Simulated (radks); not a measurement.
Problem. Species: Se II. Configuration: [Ar] 3d10 4s2 4p3. All-electron calculation, Dirac Kohn-Sham, PBE, spin-unpolarised, spherical densities, finite nucleus; open shells are shared between the two j in proportion to 2j + 1; Fermi nuclear charge, rms radius 4.14 fm. Program: a radial shooting solver on a logarithmic mesh with Libxc functionals.

Spin-orbit splittings of the eigenvalues, e(l+1/2) - e(l-1/2), with zeta = 2 splitting/(2l+1) and mean radii in bohr:

| shell | occ. | splitting (eV) | zeta (eV) | <r> j=l-1/2 | <r> j=l+1/2 |
|---|---|---|---|---|---|
| 2p | 6 | ? | ? | 0.1685 | 0.1723 |
| 3p | 6 | 5.874 | 3.916 | 0.5823 | 0.5929 |
| 3d | 10 | 0.8955 | 0.3582 | 0.6273 | 0.6317 |
| 4p | 3 | 0.4426 | 0.2951 | 2.095 | 2.133 |

Estimate the 2p splitting.

Solution. 41.76 eV (zeta = 27.84 eV).
